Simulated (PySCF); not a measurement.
CH₅BS, SMILES CBS.

Coordinates come from a PBE0-D3(BJ)/def2-TZVP optimisation. One conformer was computed; it need not be the lowest.

These are TDA-B3LYP/def2-SVPD (PySCF) values and carry that method's errors.

Vertical excitations. The molecule is in vacuum. State labels are in the subgroup Cs.

Computed UV-visible absorptions:
| state | symmetry | energy (eV) | λ (nm) | f | main pairs |
|---|---|---|---|---|---|
| S1 | A" | 6.30 | 197 | 0.000 | HOMO−1→LUMO 98 % |
| S2 | A' | 6.57 | 189 | 0.228 | HOMO→LUMO 90 % |
| S3 | A" | 6.66 | 186 | 0.024 | HOMO→LUMO+1 93 % |
| S4 | A" | 7.03 | 176 | 0.003 | HOMO−2→LUMO 96 % |
| S5 | A' | 7.59 | 163 | 0.008 | HOMO−1→LUMO+1 98 % |
| S6 | A" | 7.72 | 161 | 0.043 | HOMO→LUMO+3 77 %, HOMO→LUMO+2 16 % |
| S7 | A" | 7.84 | 158 | 0.006 | HOMO→LUMO+2 82 %, HOMO→LUMO+3 15 % |
| S8 | A" | 8.27 | 150 | 0.001 | HOMO→LUMO+4 83 % |
| S9 | A" | 8.36 | 148 | 0.003 | HOMO−3→LUMO 87 % |
| S10 | A' | 8.46 | 147 | 0.059 | HOMO−2→LUMO+1 91 % |
| T1 | A' | 4.98 | 249 | 0 | HOMO→LUMO 99 % |
| T2 | A" | 5.74 | 216 | 0 | HOMO−1→LUMO 98 % |
| T3 | A" | 6.29 | 197 | 0 | HOMO→LUMO+1 84 % |
| T4 | A" | 6.49 | 191 | 0 | HOMO−2→LUMO 94 % |
Triplets are in the Tamm–Dancoff approximation.
